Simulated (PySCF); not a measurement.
K(OtBu), SMILES CC(C)(C)[O][K] (C4H9KO), GFN2-xTB optimised geometry.

```
15

K     -2.63     0.04     0.00
O     -0.65     0.83     0.00
C      0.45     0.04     0.00
C      0.51    -0.88    -1.24
C      1.73     0.92    -0.01
C      0.52    -0.86     1.26
H      1.43    -1.46    -1.26
H      0.46    -0.27    -2.14
H     -0.34    -1.57    -1.24
H      1.71     1.55    -0.90
H      2.63     0.32    -0.01
H      1.72     1.57     0.86
H     -0.33    -1.55     1.28
H      0.49    -0.23     2.14
H      1.44    -1.45     1.27
```

Density from PBE0/def2-TZVP in PySCF at that geometry.

Minimum of the electron density along straight lines between bonded atoms, close to the bond critical point (lines longer than 1.1 times the sum of covalent radii, or with two minima, are not listed):

```tsv
bond	length / Å	ρ at the minimum / e bohr⁻³	∇²ρ there / e bohr⁻⁵	position (fraction from the first atom)
K1–O2	2.135	0.067	0.35	0.52
O2–C3	1.353	0.312	-0.85	0.64
C3–C4	1.548	0.241	-0.59	0.49
C3–C5	1.551	0.240	-0.58	0.49
C3–C6	1.547	0.241	-0.59	0.49
C4–H7	1.087	0.278	-0.95	0.64
C4–H8	1.087	0.279	-0.95	0.64
C4–H9	1.096	0.270	-0.89	0.63
C5–H10	1.086	0.279	-0.96	0.64
C5–H11	1.087	0.278	-0.94	0.63
C5–H12	1.086	0.279	-0.96	0.64
C6–H13	1.096	0.270	-0.89	0.63
C6–H14	1.087	0.279	-0.95	0.64
C6–H15	1.087	0.278	-0.95	0.64
```
